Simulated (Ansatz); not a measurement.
A structure drawn as `[BH2][SnH2][AlH][CH3]`, with this starting geometry:

```xyz
12

B    -2.932   -0.647    0.243
Sn   -0.845   -0.882    0.808
Al    0.553    0.767   -0.663
C     2.620    0.817   -0.493
H    -3.787   -1.332    0.838
H    -3.313    0.066   -0.573
H    -0.297   -2.538    0.505
H    -0.588   -0.509    2.485
H    -0.162    1.686   -1.805
H     2.847    1.873   -0.198
H     2.850    0.134    0.305
H     3.054    0.565   -1.450
```

Charge 0, multiplicity 1. Sn takes the def2 core potential.

(1) Relax it with Ansatz at PBE-D4/def2-SVP and then PBE0-D4/def2-TZVP. Is the drawn bonding still there?

(2) Give the relaxed structure. (An estimate is asked.)

Atoms count as bonded under 1.1 times the sum of their covalent radii (H–H under 0.85 Å, pairs among N, O and F under 1.55 Å), and a drawn bond as lost past 1.3 times.

Results:

(1) Yes, every drawn bond is still there and no new one forms.

(2) Ansatz gave: 
Z-matrix (Å, degrees):
```
Sn
Al 1 2.672
B 1 2.223 2 109.0
H 1 1.715 2 108.6 3 -121.7
H 1 1.714 2 109.2 3 122.3
C 2 1.952 1 121.4 3 92.2
H 2 1.593 1 119.0 3 -86.0
H 3 1.195 1 120.6 2 -87.1
H 3 1.195 1 120.7 2 87.9
H 6 1.097 2 109.5 1 -110.5
H 6 1.095 2 110.9 1 132.4
H 6 1.092 2 113.5 1 10.0
```
All modes are real.
